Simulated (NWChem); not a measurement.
A series in which one site is exchanged, each optimised at PBE0/def2-SVP with NWChem, gas phase unless a solvent is named. All stand in one matching conformer (torsions within 35°), which need not be the lowest. This build's default masses of Se (78.918 u) and Br (79.917 u) are each other's, which moves their modes by up to 0.6 %. For some, no frequency run checked for a minimum. def2 effective core potentials on Cd; no spin-orbit coupling.

A: [NH2][Cd][OH] (CdNH3O; site = Cd)
B: [NH2][Mg][OH] (MgNH₃O; site = Mg)
C: N[Se]O (NH₃SeO; site = Se)
D: [NH2][Zn][OH] (ZnNH₃O; site = Zn)

Values for A:

```
Quantity                                                  Result
--------------------------------------------------------  ------
orbital gap (eV), PBE0/def2-SVP                             5.97
static polarisability, CAM-B3LYP/def2-SVPD (bohr³)          43.4
lowest singlet excitation, CAM-B3LYP/def2-SVPD, TDA (eV)    5.10
```

Q: How do these values change for the other members?

A: 
| change from A | B | C | D |
|---|---|---|---|
| orbital gap (eV), PBE0/def2-SVP | -0.63 | +0.39 | +0.23 |
| static polarisability, CAM-B3LYP/def2-SVPD (bohr³) | -7.9 | -0.5 | -7.1 |
| lowest singlet excitation, CAM-B3LYP/def2-SVPD, TDA (eV) | -0.80 | -0.68 | +0.14 |
